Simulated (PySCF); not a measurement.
PySCF 2.14 output of an unrestricted PBE0 calculation on a single atom or ion in x2c-TZVPPall with one added diffuse shell each of s, p, d, f type (12s8p7d4f, 99 functions), with the spin-free X2C one-electron Hamiltonian (Gaussian nucleus):

```
SCF conv_tol = 1e-09
number electrons alpha = 43  beta = 39
    C. Adamo and V. Barone.,  J. Chem. Phys. 110, 6158 (1999)
    M. Ernzerhof and G. E. Scuseria.,  J. Chem. Phys. 110, 5029 (1999)
cycle= 1 E= -20885.2525440016  delta_E= -0.0176  |g|= 0.0714  |ddm|= 0.698
cycle= 2 E= -20885.2528021019  delta_E= -0.000258  |g|= 0.043  |ddm|= 0.132
cycle= 3 E= -20885.253010373  delta_E= -0.000208  |g|= 0.00735  |ddm|= 0.0484
cycle= 4 E= -20885.2530387514  delta_E= -2.84e-05  |g|= 0.000981  |ddm|= 0.0306
cycle= 5 E= -20885.2530522281  delta_E= -1.35e-05  |g|= 0.000446  |ddm|= 0.0303
cycle= 6 E= -20885.2530565665  delta_E= -4.34e-06  |g|= 8.55e-05  |ddm|= 0.0258
cycle= 7 E= -20885.2530566556  delta_E= -8.92e-08  |g|= 8.96e-06  |ddm|= 0.00393
cycle= 8 E= -20885.2530566559  delta_E= -2.73e-10  |g|= 4.13e-07  |ddm|= 0.000188
converged SCF energy = -20885.2530566559  <S^2> = 6.002539  2S+1 = 5.0010155
```

The run itself started from symmetry-adapted Hartree-Fock orbitals and held the occupation by maximum overlap, on a logarithmic radial grid, so the iterations belong to that start.

**Question.** Which element, charge and spin multiplicity is this?

**Answer.** Pb (lead, neutral), multiplicity 5; the state was [Xe] 4f14 5d10 6s1 6p2 7s1, high-spin 5P determinant (an excited configuration).

Spin-orbit coupling is strong in this species (close to jj coupling), so the high-spin LS determinant is a model state, not a physical level. The outer electron is Rydberg-like, and this basis confines it to a smaller radius and binds it less than a complete one would.
